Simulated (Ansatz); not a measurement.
Program: Ansatz. Geometries: PBE0-D4/def2-TZVP. ΔE: electronic, gas phase. CCSD(T)/CBS adds triple-zeta CCSD(T) − MP2 to the extrapolated MP2 energy (def2 sets, frozen cores). This one scheme is used for every species. Functionals use def2-TZVPP. Elements past krypton have def2 core potentials. For Br, Sn outer-core shells are correlated without core-valence functions, which leaves a few kJ/mol of doubt a bond. Scalar relativity is left out up to krypton.

Consider the stannylene formation by 1,1-elimination: `[F][SnH]([Br])[Br]` → `[Br][Sn][Br]` + H–F.

`[F][SnH]([Br])[Br]`:

Z-matrix (Å, degrees):
```
Sn
F 1 1.905
Br 1 2.443 2 105.6
Br 1 2.443 2 105.6 3 -116.4
H 1 1.693 2 108.0 3 121.8
```

`[Br][Sn][Br]`:

Cartesian coordinates in Å:
```
Br 1.157 -0.365 -1.583
Sn -1.014 -0.235 -0.314
Br -0.143 0.601 1.897
```

H–F:

Cartesian coordinates in Å:
```
F -0.432 0.125 0.095
H 0.432 -0.125 -0.095
```

| species | PBE-QIDH energy (Eh) |
| --- | --- |
| `[F][SnH]([Br])[Br]` | -5461.71724 |
| `[Br][Sn][Br]` | -5361.32705 |
| H–F | -100.38493 |

(1) Work out ΔE.

Largest T1 diagnostic among the species: 0.011.

Results:

(1) ΔE = (-5361.32705) + (-100.38493) − (-5461.71724) = 0.00526 Eh = +13.8 kJ/mol. CCSD(T)/CBS gives +10.3 kJ/mol.

At CCSD(T), def2-SVP lies +5.3 kJ/mol from the extrapolated value and def2-TZVPP −0.4 kJ/mol. From BLYP to BHLYP (50 % exact exchange), in def2-TZVPP and without D4, ΔE moves by +31.1 kJ/mol.
